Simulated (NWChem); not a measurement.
System: I cation, triplet

Program: NWChem. Spin-unrestricted. Medium grid unless said otherwise, to which SCAN and Minnesota functionals are sensitive. The open p shell is one determinant without spherical averaging. No stability test was run on the SCF state. def2 effective core potentials on I; no spin-orbit coupling.

**Question.** Order these by “lowest empty minus highest occupied level, either spin (eV)”, lowest first: B3LYP/def2-SVP; MPW1K/def2-SVP; MN15-L/def2-SVP; M06-2X/def2-SVP; OLYP/def2-SVP.

**Answer.** OLYP/def2-SVP (0.21), MN15-L/def2-SVP (1.14), B3LYP/def2-SVP (1.69), MPW1K/def2-SVP (4.04), M06-2X/def2-SVP (4.71)
